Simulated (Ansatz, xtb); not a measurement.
## Relaxing a trial structure of AlH3O2Zn

The starting geometry of this gas-phase singlet was built from a drawn formula by distance geometry; its bonds are those of `[OH][AlH][Zn][OH]`.

```xyz
7

Al   -0.0989    0.2536    0.8602
O    -0.1976   -1.2959    1.8494
O    -3.5970    2.7561    1.6142
Zn   -2.3769    1.5700    0.7539
H    -0.8293   -1.0541    2.5980
H     1.1460    1.2463    0.9066
H    -3.1911    2.8525    2.5085
```

Problem. Predict what it relaxes into with r2SCAN-D4/def2-SVP.

Solution. It keeps its bonds, and is `[OH][AlH][Zn][OH]`.

The energy falls by 1.10 eV over 10 steps:

```tsv
step	E − E(last) (eV)
1	1.103
2	0.607
3	0.424
4	0.158
5	0.044
6	0.005
7	0.001
8	0.000
9	0.000
10	0.000
```

Final geometry (Å):

```tsv
atom	x (Å)	y (Å)	z (Å)
Al	-0.1057	0.4347	1.2058
O	-0.0102	-1.1417	1.8725
O	-3.6004	2.7613	1.4676
Zn	-2.1076	1.7965	1.4382
H	-0.7130	-1.5943	2.3469
H	1.2402	0.8617	0.4757
H	-3.8481	3.2104	2.2840
```

From the same start GFN2-xTB ends elsewhere, differing in Al1–O3 (1.67 against 4.21 Å here), O3–Zn4 (2.81 against 1.78 Å here).

No frequencies were run, so the end isn't proven a minimum. Run with Ansatz 0.2.0, 14 s on 2 threads of Intel(R) Xeon(R) 6975P-C (Granite Rapids), with other jobs on the host.
